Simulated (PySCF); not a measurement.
**Dipole response of Rh⁺ (rhodium, charge +1)**

[Kr] 4d8, high-spin 3F determinant. Calculation: PySCF 2.14, in x2c-TZVPPall with one added diffuse shell each of s, p, d, f type (9s7p7d3f1g, 95 functions); scalar relativity by spin-free X2C-1e. Coupled (time-dependent) response in atomic units; α is the mean over directions.

```csv
method,mean α (bohr³),C₆ (like pair),S(−4)
UHF,11.52,70.89,45.43
PBE,13.98,88.07,80.88
PBE0,13.07,81.70,65.78
```

S(−4) is the Cauchy moment in α(ω) = α(0) + S(−4) ω² + …

Spin-orbit coupling is absent.

α(iu) at PBE0:

```tsv
u (hartree)	α(iu) (bohr³)
0	13.07
0.0500	12.91
0.100	12.46
0.200	11.12
0.300	9.698
0.500	7.436
0.750	5.559
1.00	4.320
1.50	2.839
2.00	2.010
3.00	1.149
5.00	0.5094
```

For an ion, C₆ is the dispersion term alone; charge-induced terms of lower order in 1/R come first.
